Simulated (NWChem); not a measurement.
# One site exchanged: Ga, B, In

Each species was optimised at PBE0/def2-SVP with NWChem, gas phase unless a solvent is named. All stand in one matching conformer (torsions within 35°), which need not be the lowest. For some, no frequency run checked for a minimum. def2 effective core potentials on In; no spin-orbit coupling.

A: [OH][GaH][OH] (GaH3O2)
B: OBO (H3BO2)
C: [OH][InH][OH] (InH3O2)

| quantity | A (Ga) | B (B) | C (In) |
|---|---|---|---|
| Pauling electronegativity of the site (pymatgen's table) | 1.81 | 2.04 | 1.78 |
| electrons in the molecule | 50 | 24 | 68 |
| dipole (D), PBE0/def2-SVP | 1.75 | 1.64 | 2.24 |
| orbital gap (eV), PBE0/def2-SVP | 8.09 | 10.57 | 7.03 |
| static polarisability, B3LYP/def2-SVPD (bohr³) | 37.3 | 25.2 | 45.4 |
| lowest singlet excitation, B3LYP/def2-SVPD, TDA (eV) | 6.56 | 8.06 | 5.33 |

“Dipole (D), PBE0/def2-SVP” runs from 1.64 in B (B) to 2.24 in C (In), falling in step with the site's electronegativity. “Orbital gap (eV), PBE0/def2-SVP” runs from 7.03 in C (In) to 10.57 in B (B), rising in step with the site's electronegativity. “Static polarisability, B3LYP/def2-SVPD (bohr³)” runs from 25.2 in B (B) to 45.4 in C (In), falling in step with the site's electronegativity. “Lowest singlet excitation, B3LYP/def2-SVPD, TDA (eV)” runs from 5.33 in C (In) to 8.06 in B (B), rising in step with the site's electronegativity. The order by orbital gap (eV) is the same as the order by lowest singlet excitation.

These are trends among computed rows of three or four species; they are not measurements.
